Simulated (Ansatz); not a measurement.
Reaction (formal exchange of groups at a B–Si bond): `N[SiH2]B(O)Cl` + `C=N` → `N=CB(O)Cl` + `N[SiH3]`

Calculated with Ansatz (gas phase, PBE0-D4/def2-TZVP geometries, no zero-point term in ΔE). CBS: MP2 limit from def2 TZ/QZ plus the TZ coupled-cluster correction, frozen cores. This one scheme is used for every species. Functionals use def2-TZVPP. One conformer a species, not always the lowest.

`N[SiH2]B(O)Cl`:

Z-matrix (Å, degrees):
```
Si
B 1 2.033
N 1 1.725 2 116.1
H 1 1.491 2 106.8 3 -120.9
H 1 1.488 2 109.1 3 121.3
Cl 2 1.785 1 119.7 3 16.0
O 2 1.345 1 121.6 3 -165.0
H 3 1.008 1 118.2 2 76.4
H 3 1.008 1 118.7 2 -60.7
H 7 0.964 2 114.2 1 -178.5
```

`C=N`:

Cartesian coordinates in Å:
```
C 0.299 -0.249 0.022
N -0.534 0.547 0.532
H 0.362 -0.492 -1.046
H 1.021 -0.745 0.673
H -1.148 0.940 -0.182
```

`N=CB(O)Cl`:

Cartesian coordinates in Å:
```
N -0.618 1.820 -0.367
C -0.293 0.874 0.415
B 0.189 -0.559 -0.011
O 0.500 -1.455 0.939
Cl 0.316 -0.973 -1.729
H -0.523 1.519 -1.341
H -0.356 1.083 1.489
H 0.787 -2.309 0.604
```

`N[SiH3]`:

Z-matrix (Å, degrees):
```
Si
N 1 1.720
H 1 1.486 2 107.9
H 1 1.494 2 116.0 3 -120.3
H 1 1.486 2 107.9 3 119.4
H 2 1.007 1 119.6 3 -168.6
H 2 1.007 1 119.6 3 49.2
```

```csv
level,ΔE (eV)
r2SCAN-D4,-0.32
PBE,-0.27
MP2/def2-QZVPP,-0.37
SCS-MP2/def2-QZVPP,-0.37
```

What does CCSD(T)/CBS give? (Estimate.)

The calculation gave: -0.32 eV. The listed levels differ from it by 0.00, 0.05, -0.05, -0.05 eV.

Largest T1 diagnostic among the species: 0.013.
